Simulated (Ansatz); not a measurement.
Q: Name a neutral molecule of F, S, Si and H with ideal-gas entropy at 298 K and 1 bar (rigid rotor, harmonic PBE0-D4/def2-TZVP) between 360 and 376 J/(mol·K) and size of the dipole moment (PBE/def2-TZVPP) between 1.20 and 1.50 D (Ansatz, PBE0-D4/def2-TZVP geometry).

A: `F[SiH2][SiH](F)S` (373 J/(mol·K), 1.27 D). Other molecules can fit too; these were computed, each in one conformer that needn't be the lowest.
